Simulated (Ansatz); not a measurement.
Isolated molecules relaxed with PBE0-D4/def2-TZVP in Ansatz; ΔE leaves out vibrations. CCSD(T)/CBS is the MP2 limit (def2-TZVPP, def2-QZVPP) plus CCSD(T) − MP2 in def2-TZVPP, frozen cores. This one scheme is used for every species. Functionals use def2-TZVPP. B3LYP here is the variant with VWN-RPA as its local correlation; programs differ in this. Each species was taken in one conformer, which may not be the lowest.

Consider the redistribution: `C=C[CH2][AlH][F]` + `O=C=NC[SiH3]` → `O=C=[N][AlH][F]` + `C=CCC[SiH3]`.

```
             level  ΔE (kJ/mol)
          B3LYP-D4       -174.2
    MP2/def2-TZVPP       -179.5
SCS-MP2/def2-TZVPP       -184.8
CCSD(T)/def2-TZVPP       -180.8
```

Question: What does CCSD(T)/CBS give? (Best estimate.)

Answer: The calculation gave: -179.2 kJ/mol. The listed levels differ from it by 5.0, -0.3, -5.6, -1.6 kJ/mol.

Largest T1 diagnostic among the species: 0.016.

In def2-TZVPP, CCSD(T) changes the Hartree–Fock value by +30.8 kJ/mol (the triples alone add +6.8 kJ/mol) and MP2 by +32.1 kJ/mol. From PBE to PBE0 (25 % exact exchange), in def2-TZVPP and without D4, ΔE moves by −11.7 kJ/mol.

CCSD(T)/CBS has its own doubt, a few kJ/mol and more with outer-core shells, so smaller differences from it don't rank the levels.
